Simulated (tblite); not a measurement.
Species: C7H13FO2.
SMILES with atom numbers: `[CH3:1][CH2:2][CH2:3][C@@H:4]1[O:5][CH2:6][CH2:7][O:8][C@@H:9]1[F:10]` (hydrogens: H11, H12, H13 on C1; H14, H15 on C2; H16, H17 on C3; H18 on C4; H19, H20 on C6; H21, H22 on C7; H23 on C9)

Computed with GFN2-xTB (tblite), gas phase: L-BFGS steps from a force-field or distance-geometry start until the largest atomic force falls under 0.01 eV/Å.

Step 11: E = -938.7086 eV
```
atom  x, y, z in Å  |  force x, y, z in eV/Å
C1     -3.4998   -0.0044    0.2357    0.015  -0.003  -0.001
C2     -2.0799   -0.5488    0.3352    0.018  -0.014  -0.001
C3     -1.0736    0.3706   -0.3549   -0.006  -0.012  -0.002
C4      0.3487   -0.1819   -0.2924   -0.026  -0.011  -0.020
O5      0.7645   -0.2543    1.0555    0.007   0.053   0.022
C6      2.0987   -0.6985    1.1646    0.009  -0.006  -0.022
C7      3.0344    0.2218    0.3846    0.003   0.017   0.002
O8      2.6364    0.2687   -0.9852    0.014   0.015   0.026
C9      1.3297    0.6756   -1.1155   -0.039   0.031   0.023
F10     1.2212    2.0004   -0.7191   -0.031  -0.035  -0.076
H11    -4.1988   -0.6696    0.7364    0.009  -0.012   0.014
H12    -3.8040    0.0869   -0.8046    0.014   0.012  -0.013
H13    -3.5684    0.9759    0.7001    0.013   0.013   0.001
H14    -1.7966   -0.6560    1.3827    0.011   0.008  -0.004
H15    -2.0388   -1.5387   -0.1251    0.006  -0.003  -0.008
H16    -1.3426    0.4937   -1.4066   -0.012   0.029   0.022
H17    -1.0847    1.3500    0.1253    0.012  -0.011  -0.015
H18     0.3853   -1.1937   -0.7363   -0.005  -0.024  -0.017
H19     2.3372   -0.6896    2.2297   -0.003  -0.010  -0.041
H20     2.1839   -1.7209    0.7662   -0.002  -0.041   0.026
H21     4.0612   -0.1432    0.3806   -0.028  -0.016   0.026
H22     2.9946    1.2338    0.8032    0.031   0.011   0.025
H23     1.0866    0.6491   -2.1859   -0.010   0.011   0.034
```

Step 12: E = -938.7094 eV
```
atom  x, y, z in Å  |  force x, y, z in eV/Å
C1     -3.4982   -0.0041    0.2358    0.008  -0.005   0.000
C2     -2.0795   -0.5489    0.3354    0.046  -0.014  -0.004
C3     -1.0733    0.3704   -0.3548    0.007  -0.004  -0.007
C4      0.3488   -0.1831   -0.2923   -0.024   0.005  -0.034
O5      0.7644   -0.2535    1.0556   -0.014   0.048   0.011
C6      2.0977   -0.6985    1.1647   -0.001  -0.005  -0.013
C7      3.0332    0.2222    0.3860    0.016   0.022  -0.014
O8      2.6364    0.2738   -0.9838   -0.002  -0.002   0.012
C9      1.3286    0.6750   -1.1165   -0.044   0.057   0.028
F10     1.2157    2.0014   -0.7242   -0.031  -0.045  -0.066
H11    -4.1971   -0.6687    0.7360   -0.008  -0.027   0.025
H12    -3.8020    0.0866   -0.8042    0.008   0.019  -0.027
H13    -3.5669    0.9757    0.7006    0.014   0.024   0.002
H14    -1.7952   -0.6567    1.3826    0.008   0.011  -0.003
H15    -2.0368   -1.5385   -0.1251   -0.004  -0.010  -0.012
H16    -1.3414    0.4960   -1.4068   -0.016   0.020   0.033
H17    -1.0830    1.3496    0.1263    0.011  -0.018  -0.016
H18     0.3865   -1.1952   -0.7365   -0.010  -0.014  -0.005
H19     2.3340   -0.6911    2.2297    0.013  -0.001  -0.022
H20     2.1818   -1.7212    0.7681    0.004  -0.051   0.008
H21     4.0585   -0.1447    0.3780    0.001  -0.027   0.037
H22     2.9981    1.2331    0.8068    0.017   0.018   0.031
H23     1.0849    0.6474   -2.1869    0.000  -0.001   0.036
```

Step 13: E = -938.7103 eV
```
atom  x, y, z in Å  |  force x, y, z in eV/Å
C1     -3.4964   -0.0039    0.2360    0.000  -0.007   0.001
C2     -2.0784   -0.5493    0.3354    0.050  -0.011  -0.006
C3     -1.0730    0.3700   -0.3547    0.015   0.004  -0.009
C4      0.3485   -0.1844   -0.2927   -0.013   0.018  -0.032
O5      0.7641   -0.2518    1.0556   -0.026   0.029  -0.010
C6      2.0966   -0.6986    1.1644   -0.012  -0.002  -0.003
C7      3.0321    0.2229    0.3873    0.023   0.016  -0.019
O8      2.6363    0.2792   -0.9823   -0.021  -0.012  -0.003
C9      1.3268    0.6750   -1.1172   -0.031   0.053   0.020
F10     1.2094    2.0020   -0.7307   -0.033  -0.024  -0.040
H11    -4.1953   -0.6682    0.7361   -0.015  -0.031   0.027
H12    -3.7996    0.0866   -0.8041    0.005   0.021  -0.028
H13    -3.5649    0.9758    0.7010    0.016   0.023  -0.001
H14    -1.7935   -0.6572    1.3824    0.008   0.011  -0.001
H15    -2.0348   -1.5385   -0.1254   -0.010  -0.015  -0.013
H16    -1.3406    0.4988   -1.4064   -0.022   0.009   0.031
H17    -1.0811    1.3489    0.1270    0.009  -0.018  -0.010
H18     0.3874   -1.1970   -0.7369   -0.013   0.002   0.009
H19     2.3309   -0.6928    2.2293    0.027   0.008  -0.001
H20     2.1796   -1.7223    0.7703    0.005  -0.041  -0.010
H21     4.0557   -0.1468    0.3760    0.029  -0.033   0.043
H22     3.0022    1.2328    0.8112    0.003   0.017   0.031
H23     1.0833    0.6456   -2.1873    0.008  -0.017   0.024
```

Step 14: E = -938.7109 eV
```
atom  x, y, z in Å  |  force x, y, z in eV/Å
C1     -3.4950   -0.0038    0.2361   -0.005  -0.007   0.002
C2     -2.0768   -0.5498    0.3353    0.028  -0.007  -0.006
C3     -1.0724    0.3697   -0.3549    0.011   0.007  -0.007
C4      0.3480   -0.1851   -0.2934    0.000   0.022  -0.018
O5      0.7635   -0.2500    1.0554   -0.020   0.004  -0.024
C6      2.0955   -0.6987    1.1640   -0.016   0.000   0.003
C7      3.0317    0.2238    0.3881    0.020   0.002  -0.010
O8      2.6357    0.2834   -0.9810   -0.027  -0.013  -0.010
C9      1.3248    0.6757   -1.1174   -0.010   0.025   0.003
F10     1.2037    2.0023   -0.7366   -0.033   0.011  -0.010
H11    -4.1940   -0.6683    0.7365   -0.009  -0.021   0.018
H12    -3.7976    0.0870   -0.8045    0.004   0.019  -0.014
H13    -3.5631    0.9763    0.7013    0.017   0.009  -0.006
H14    -1.7920   -0.6574    1.3822    0.009   0.009  -0.001
H15    -2.0334   -1.5388   -0.1259   -0.011  -0.015  -0.011
H16    -1.3404    0.5013   -1.4057   -0.028   0.001   0.015
H17    -1.0793    1.3481    0.1274    0.007  -0.010   0.000
H18     0.3880   -1.1983   -0.7370   -0.014   0.017   0.018
H19     2.3290   -0.6939    2.2288    0.032   0.015   0.009
H20     2.1780   -1.7239    0.7720    0.002  -0.015  -0.019
H21     4.0540   -0.1491    0.3753    0.037  -0.030   0.042
H22     3.0055    1.2328    0.8153   -0.007   0.006   0.024
H23     1.0820    0.6439   -2.1871    0.010  -0.029   0.003
```

**Question.** Estimate the geometry and energy of step 15. (The exact step hangs on the optimiser's Hessian estimate; all steps are aligned on step 14, rigid shifts and turns removed.)

**Answer.** E = -938.7113 eV, largest force 0.048 eV/Å
```
atom  x, y, z in Å  |  force x, y, z in eV/Å
C1     -3.4942   -0.0039    0.2362   -0.003  -0.006   0.001
C2     -2.0755   -0.5502    0.3351    0.000  -0.004  -0.004
C3     -1.0719    0.3696   -0.3551    0.000   0.006  -0.003
C4      0.3478   -0.1851   -0.2942    0.006   0.018  -0.003
O5      0.7629   -0.2488    1.0549   -0.005  -0.010  -0.022
C6      2.0946   -0.6988    1.1638   -0.009   0.001   0.003
C7      3.0318    0.2244    0.3884    0.011  -0.011   0.002
O8      2.6350    0.2855   -0.9804   -0.017  -0.006  -0.006
C9      1.3235    0.6765   -1.1175    0.007  -0.001  -0.010
F10     1.1997    2.0027   -0.7403   -0.030   0.034   0.007
H11    -4.1934   -0.6687    0.7372    0.002  -0.007   0.006
H12    -3.7964    0.0877   -0.8050    0.004   0.013   0.003
H13    -3.5617    0.9767    0.7014    0.016  -0.005  -0.010
H14    -1.7909   -0.6574    1.3821    0.011   0.005  -0.003
H15    -2.0328   -1.5393   -0.1264   -0.009  -0.011  -0.008
H16    -1.3410    0.5028   -1.4049   -0.030  -0.002   0.000
H17    -1.0782    1.3474    0.1276    0.005  -0.001   0.009
H18     0.3880   -1.1988   -0.7368   -0.012   0.022   0.016
H19     2.3285   -0.6943    2.2286    0.028   0.017   0.007
H20     2.1771   -1.7252    0.7726   -0.002   0.010  -0.019
H21     4.0536   -0.1510    0.3758    0.026  -0.021   0.035
H22     3.0074    1.2329    0.8181   -0.009  -0.009   0.012
H23     1.0815    0.6424   -2.1870    0.009  -0.031  -0.014
```

The energy changes by -0.0004 eV. The first-order estimate −F·Δx gives -0.0006 eV and the mean of the old and new forces, exact on a quadratic surface, -0.0004 eV. The step makes an angle of 63° with the force vector and moves no atom by more than 0.005 Å.

The cost below is that of the whole relaxation. Hardware: Arm Neoverse N1, one thread, no GPU, shared host with 64 logical CPUs at a one-minute load of 61. Cost: 0.66 s wall.
